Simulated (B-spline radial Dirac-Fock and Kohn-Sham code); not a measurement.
In the model described below, an M5 (3d5/2) vacancy in the Se²⁻ ion, [Ar] 3d10 4s2 4p6, inside a Watson sphere of charge +2 and radius 1.683 Å (a model of the Madelung potential; inside it an electron's potential energy is lowered by 17.1 eV), lives for 7.4 fs, which corresponds to a natural width of 0.0895 eV. Out of 1000 such holes, about 0.025 decay by emitting a photon and the rest by ordinary Auger emission. The strongest X-ray line is Mζ1 (M5-N3) at 49.27 eV, with 100 % of the radiative rate. The strongest electron group is M5-N1N3 near 20 eV, with 34 % of the non-radiative rate.

Input file task.json (cfg lists n, l and occupation; rrms is the nuclear radius in fm):

```json
{"items": [{
  "Z": 34,
  "q": -2,
  "cfg": [[1, 0, 2], [2, 0, 2], [2, 1, 6], [3, 0, 2], [3, 1, 6], [3, 2, 10], [4, 0, 2], [4, 1, 6]],
  "A": 80,
  "rrms": 4.14,
  "watson": [2, 1.683],
  "do": ["binding", "quiet", "decay"],
  "holes": ["K", "L1", "L2", "L3", "M1", "M2", "M3", "M4", "M5", "N1", "N2", "N3"]
}]}
```

Run with: `python xray_run.py task.json out`

These are calculated numbers from a radial finite-basis atomic code; the model is one-electron (LDA, Dirac) transition rates at Dirac-Fock energies.
